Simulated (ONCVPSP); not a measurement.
# How hard is this Os ONCV potential?

ONCVPSP 4.0.1 input, shortened (lines: element, Z, core and valence counts, functional; n l f; lmax; l rc ep ncon nbas qcut; lloc lpopt rc5 dvloc0; l nproj debl; icmod fcfact rcfact), PBEsol, scalar-relativistic:

```
  Os 76.00   10    4  -116133      upf
    1    0    2.00
    2    0    2.00
    2    1    6.00
    3    0    2.00
    3    1    6.00
    3    2   10.00
    4    0    2.00
    4    1    6.00
    4    2   10.00
    4    3   14.00
    5    0    2.00
    5    1    6.00
    5    2    7.00
    6    0    1.00
    2
    0    1.65    0.00    4    7    8.90
    1    1.60    0.00    4    8   10.50
    2    2.35    0.00    4    8    6.00
    4    5    1.20   -1.00
    0    2    2.60
    1    2    3.00
    2    2    3.00
    4    0.45    0.00
```

Q: For each optimised wave give the share of its norm inside rc, the residual kinetic energy above qcut (Ha) and the cutoffs (Ha) for errors of 10, 1, 0.1 and 0.01 mHa per electron.

A:

```json
{"wave": "5s", "norm inside rc": "0.959", "residual KE": "2.2e-07", "10 mHa": "19.4", "1 mHa": "25.0", "0.1 mHa": "29.4", "0.01 mHa": "33.2"}
{"wave": "6s", "norm inside rc": "0.065", "residual KE": "1.1e-07", "10 mHa": "15.7", "1 mHa": "23.0", "0.1 mHa": "28.5", "0.01 mHa": "33.0"}
{"wave": "5p", "norm inside rc": "0.861", "residual KE": "2.6e-08", "10 mHa": "22.6", "1 mHa": "31.1", "0.1 mHa": "37.6", "0.01 mHa": "42.8"}
{"wave": "p projector 2", "norm inside rc": "0.058", "residual KE": "1.6e-08", "10 mHa": "16.2", "1 mHa": "28.9", "0.1 mHa": "37.0", "0.01 mHa": "42.9"}
{"wave": "5d", "norm inside rc": "0.762", "residual KE": "6.2e-06", "10 mHa": "10.8", "1 mHa": "13.5", "0.1 mHa": "15.7", "0.01 mHa": "17.6"}
{"wave": "d projector 2", "norm inside rc": "0.166", "residual KE": "7.4e-05", "10 mHa": "12.4", "1 mHa": "15.3", "0.1 mHa": "17.7", "0.01 mHa": "37.4"}
```

The occupied waves need 31 Ha and 38 Ha for 1 and 0.1 mHa. Its largest configuration-test error is -346 meV.
